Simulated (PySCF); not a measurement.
AlOCl, SMILES [O]=[Al][Cl]. The structure is a stationary point at B3LYP-D3(BJ)/def2-TZVP.

### Question
Give the equilibrium geometry at B3LYP-D3(BJ)/def2-TZVP (PySCF confirms it by a frequency run) as a Z-matrix, and its point group. (The exact figures need the calculation; the answer reports its results.)

### Answer
point group C∞v.
```
Al
O 1 1.5967
Cl 1 2.0671 2 180.00
```
